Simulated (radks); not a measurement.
Correlation energies from several functionals, in hartree. Species: Cr [Ar] 3d5 4s1; Tc+ [Kr] 4d5 5s1; Ba+ [Xe] 6s1; Sr2+ [Kr]; Ba+ [Xe] 6s1. Calculated with a radial shooting solver on a logarithmic mesh with Libxc functionals: non-relativistic Kohn-Sham, exchange-only B88, spin-polarised, spherical densities, point nucleus. Every spin shell is full or empty, so the densities are truly spherical. Functionals are evaluated on that one density, not self-consistently.

functional,Cr,Tc+,Ba+,Sr2+,Ba+
PW92,-1.9348,-3.8786,-5.3187,-3.3785,-5.3187
Wigner,-1.1070,-2.0896,-2.9133,-1.9262,-2.9133
Chachiyo,-1.8982,-3.8216,-5.2514,-3.3313,-5.2514
PBE,-0.98104,-2.1150,-2.9847,-1.8144,-2.9847
PBEsol,-1.1334,-2.4060,-3.3739,-2.0710,-3.3739
LYP,-1.0062,-2.0298,-2.8069,-1.7929,-2.8069
P86,-1.1147,-2.3983,-3.3900,-2.0639,-3.3900
AM05,-1.7730,-3.6040,-4.9627,-3.1261,-4.9627
OP (B88),-0.96553,-1.9605,-2.7259,-1.7381,-2.7259
TPSS,-0.98099,-2.1125,-2.9847,-1.8178,-2.9847
SCAN,-0.99033,-2.1168,-2.9864,-1.8049,-2.9864
r2SCAN,-0.99925,-2.1337,-3.0056,-1.8205,-3.0056
B95,-1.1519,-2.5549,-3.6642,-2.1984,-3.6642
Tao-Mo,-0.92167,-2.0325,-2.8870,-1.7363,-2.8870
